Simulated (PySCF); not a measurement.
F₂GeH₄Si, SMILES F[SiH](F)[GeH3]. Coordinates come from a PBE0-D3(BJ)/def2-SVP optimisation. The structure was generated by enumeration, and PubChem lists no compound with its InChIKey, so it may never have been made.

Computed equilibrium geometry at PBE0-D3(BJ)/def2-SVP (PySCF confirms it by a frequency run) as a Z-matrix, and its point group:
point group Cs.
```
Si
F 1 1.6192
F 1 1.6192 2 106.91
H 1 1.4858 2 107.71 3 -115.52
Ge 1 2.3703 4 116.35 2 122.50
H 5 1.5365 1 109.65 4 180.00
H 5 1.5379 6 109.34 1 -120.37
H 5 1.5379 6 109.34 7 -119.27
```
Charge 0, spin multiplicity 1.
